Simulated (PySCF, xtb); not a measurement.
C5H6Se, SMILES C=CC1=C[Se]C1.

GFN2-xTB in xtb 6.7.1 at its own geometry gives an orbital gap of 2.67 eV and a dipole moment of 1.98 D.

The structure is a stationary point at B3LYP-D3(BJ)/def2-SVP. The structure was generated by enumeration, and PubChem lists no compound with its InChIKey, so it may never have been made. The values are those of a single conformer.

### Question
What does r2SCAN/def2-TZVP (PySCF) give? (An estimate is asked for; the answer gives what the named calculation found.)

### Answer
gap 3.27 eV (levels -5.05 and -1.78 eV), dipole 0.95 D.
